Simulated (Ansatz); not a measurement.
Mulliken charges of AlBH4SeSi, SMILES `[AlH2][B]1[SiH2][Se]1` from r2SCAN/def2-TZVPP in Ansatz (PBE0-D4/def2-TZVP geometry).

| atom | x (Å) | y (Å) | z (Å) | charge (e) |
| --- | --- | --- | --- | --- |
| Al1 | -0.946 | 1.805 | -0.490 | 0.406 |
| B2 | 0.107 | 0.018 | -0.315 | -0.100 |
| Si3 | 0.707 | -1.538 | 0.719 | 0.131 |
| Se4 | 1.201 | -1.080 | -1.460 | -0.023 |
| H5 | -2.475 | 1.799 | -0.928 | -0.152 |
| H6 | -0.248 | 3.189 | -0.136 | -0.152 |
| H7 | 1.871 | -1.503 | 1.634 | -0.055 |
| H8 | -0.124 | -2.747 | 0.920 | -0.055 |

Task: By hand: the dipole of these point charges (1 e Å = 4.8032 D).

Result: Σ q r = (-0.012, 0.030, -0.018) e Å, of length 0.037 e Å = 0.18 D.

Task: How does the dipole of the full density compare? (Estimate.)

Result: Ansatz gave: (0.034, -0.127, 0.127) e Å, 0.88 D; the point charges give 0.20 times that, at 164° from its direction, so they point the opposite way.

Point charges leave out the atoms' own dipoles, such as those of lone pairs, and Mulliken's split depends on the basis, so the two needn't agree.
